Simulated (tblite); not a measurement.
Species: C₄H₇O₃S (charge -1).
Z-matrix (Å and degrees, GFN2-xTB geometry), rows numbered from 1:
```
C 
C   1  1.3219
C   2  1.4899  1  125.30
C   3  1.5116  2  112.94  1  -118.59
S   4  1.8407  3  104.32  2  -175.42
O   5  1.4626  4  104.22  3    58.33
O   5  1.4611  4  104.59  3   -61.49
O   5  1.4622  4  105.09  3   178.28
H   1  1.0779  2  121.42  3    -1.36
H   1  1.0793  2  122.41  3   178.72
H   2  1.0847  1  119.58  3  -178.27
H   3  1.0946  2  110.61  1   122.85
H   3  1.0909  2  111.42  1     3.03
H   4  1.0857  3  113.23  2   -59.56
H   4  1.0854  3  113.38  2    67.88
```

Computed with GFN2-xTB (tblite): harmonic, unscaled wavenumbers at the GFN2-xTB geometry, gas phase. The method is semi-empirical: single wavenumbers can be off by several per cent or more. One conformer, not necessarily the lowest.

Harmonic wavenumbers (cm⁻¹): 48.4, 59.5, 94.8, 138.6, 272.7, 290.5, 308.7, 427.3, 474.8, 483.5, 522.3, 628.3, 712.1, 768.5, 868.9, 883.3, 943.1, 980.0, 1010.8, 1027.9, 1096.6, 1116.0, 1149.4, 1154.6, 1171.9, 1235.0, 1275.5, 1306.0, 1420.1, 1449.8, 1473.9, 1707.4, 2947.4, 2997.8, 3015.8, 3021.7, 3026.4, 3074.7, 3105.0.

A = 4386, B = 882.5, C = 874.5 MHz; mass 135.012 u (most abundant isotopes); point group C1, symmetry number 1.

Question: What is the zero-point energy?

Answer: Half the sum of the wavenumbers: 23844 cm⁻¹ = 285.24 kJ/mol.

Question: What is S at 200 K and 1 bar for an ideal gas of classical rigid rotors and harmonic oscillators?

Answer: Translation 161.73, rotation 116.11, vibration 70.19: S = 348.0 J/(mol K).

Question: And Cp and H(200 K) − H(0)?

Answer: Cp = 104.37 J/(mol K), of which vibrations give 71.11 (their classical limit is 39 R = 324.3); H(200 K) − H(0) = 14.03 kJ/mol without the zero-point energy, 7.37 from vibrations.

Question: What must be added to the electronic energy to get the Gibbs energy at 200 K and 1 bar?

Answer: ZPE + [H(200 K) − H(0)] − T·S = 285.24 + 14.03 − 69.61 = 229.66 kJ/mol.

Question: How do the functions run with temperature in this model?

Answer: 
```json
{"T (K)": "50", "S (J/(mol K))": "245.7", "Cp (J/(mol K))": "54.5", "H − H(0) (kJ/mol)": "2.12", "G − H(0) (kJ/mol)": "-10.16", "ln q(vib)": "0.57"}
{"T (K)": "100", "S (J/(mol K))": "288.7", "Cp (J/(mol K))": "71.0", "H − H(0) (kJ/mol)": "5.27", "G − H(0) (kJ/mol)": "-23.60", "ln q(vib)": "1.74"}
{"T (K)": "298.15", "S (J/(mol K))": "396.1", "Cp (J/(mol K))": "138.9", "H − H(0) (kJ/mol)": "25.96", "G − H(0) (kJ/mol)": "-92.15", "ln q(vib)": "6.16"}
{"T (K)": "373.15", "S (J/(mol K))": "430.1", "Cp (J/(mol K))": "164.3", "H − H(0) (kJ/mol)": "37.34", "G − H(0) (kJ/mol)": "-123.14", "ln q(vib)": "7.78"}
{"T (K)": "500", "S (J/(mol K))": "483.4", "Cp (J/(mol K))": "200.4", "H − H(0) (kJ/mol)": "60.57", "G − H(0) (kJ/mol)": "-181.13", "ln q(vib)": "10.49"}
{"T (K)": "750", "S (J/(mol K))": "574.5", "Cp (J/(mol K))": "248.4", "H − H(0) (kJ/mol)": "117.17", "G − H(0) (kJ/mol)": "-313.73", "ln q(vib)": "15.61"}
{"T (K)": "1000", "S (J/(mol K))": "650.4", "Cp (J/(mol K))": "278.4", "H − H(0) (kJ/mol)": "183.28", "G − H(0) (kJ/mol)": "-467.12", "ln q(vib)": "20.33"}
```

q(vib) and H(0) count from the zero-point level.

Question: Which modes carry the vibrational entropy at 200 K?

Answer: 48.4 cm⁻¹: 17.13; 59.5 cm⁻¹: 15.43; 94.8 cm⁻¹: 11.66; 138.6 cm⁻¹: 8.67; 272.7 cm⁻¹: 3.93; 290.5 cm⁻¹: 3.55 J/(mol K); the other 33 give 9.82 together.

Question: Blend soft modes into free rotors: weight 1/[1 + (100 cm⁻¹/ν̃)⁴] for the oscillator and the rest for a rotor with moment μB/(μ + B), μ = h/(8π²ν), B = 10⁻⁴⁴ kg m². What vibrational entropy results?

Answer: 63.44 J/(mol K) in place of 70.19, which changes −T·S at 200 K by +1.35 kJ/mol.

Hindered rotation and anharmonicity are outside this model. Other conformers, if any are populated, would add a mixing term that is left out. The structure is chiral; the term R ln 2 for an equal mix with its mirror image is left out.
